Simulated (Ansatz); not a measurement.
Ansatz (a quantum-chemistry and plane-wave program) input:

Ansatz 0.2 input:
```yaml
crystal:
  periodic: [false, false, false]
  atoms:
    - {symbol: C, position_ang: [-1.97382677, 0.22696237, 0.26162228]}
    - {symbol: C, position_ang: [-1.61087986, -1.08532423, 0.28718664]}
    - {symbol: O, position_ang: [-0.32541753, -1.29716267, 0.12051672]}
    - {symbol: C, position_ang: [0.24870522, -0.03160963, -0.03279016]}
    - {symbol: C, position_ang: [-0.74043031, 0.91008666, 0.05030731]}
    - {symbol: C, position_ang: [1.68065229, 0.02305711, -0.23530564]}
    - {symbol: O, position_ang: [2.29298358, 1.05845570, -0.38058643]}
    - {symbol: H, position_ang: [-2.95910483, 0.64047378, 0.37480889]}
    - {symbol: H, position_ang: [-0.58844774, 1.97354823, -0.03251414]}
    - {symbol: H, position_ang: [2.18170079, -0.96339996, -0.24785964]}
basis:
  gaussian:
    orbitals: def2-TZVP
hamiltonian:
  xc: b3lyp
  dispersion: d3bj
magnetization: {spin_polarized: true, initial_magnetization: 1}
phonons: {temperatures: {t_min: 298.15, t_max: 298.15, t_step: 100}}
```

Predict the final energy.

-342.80283 Eh (B3LYP-D3(BJ)/def2-TZVP). The basis has 235 functions.

It need not be the lowest isomer of its formula.
